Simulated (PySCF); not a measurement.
# Pd+ (palladium, charge +1): M06 calculation

Configuration: [Kr] 4d8 5p1, one real determinant (an excited configuration). Computed with PySCF 2.14 in aug-cc-pwCVTZ-PP with ECP28MDF, with a scalar-relativistic core potential.

```json
{
 "Total energy": "-126.8158 hartree",
 "One-electron energy": "-216.5318 hartree",
 "Hartree (Coulomb) energy": "101.9802 hartree",
 "Exchange-correlation energy": "-12.2642 hartree",
 "⟨S²⟩": "3.7515",
 "⟨L²⟩": "14.011",
 "Sum of ⟨r⟩": "22.96 bohr",
 "Sum of ⟨r²⟩": "42.03 bohr²",
 "Traceless quadrupole moment −½Σ⟨3z² − r²⟩ along its main axis": "-5.61 e·bohr²",
 "Time after the integrals": "roughly 6 core-seconds"
}
```

```csv
shell,electrons,mean orbital energy (hartree),spread (hartree),"rms radius, mean of both spins (bohr)"
4s α,1,-3.97140,0,1.01
4s β,1,-3.91483,0,1.01
4p α,3,-2.67835,0.01168,1.11
4p β,3,-2.60313,0.01147,1.11
4d α,5,-0.80845,0.02724,1.52
4d β,3,-0.74936,0.01041,1.52
5p α,1,-0.32397,0,3.74
```

⟨L²⟩ = 14.01 against 20 for a pure G term, so this real determinant mixes terms. Energies and moments cover only the electrons outside the core potential.
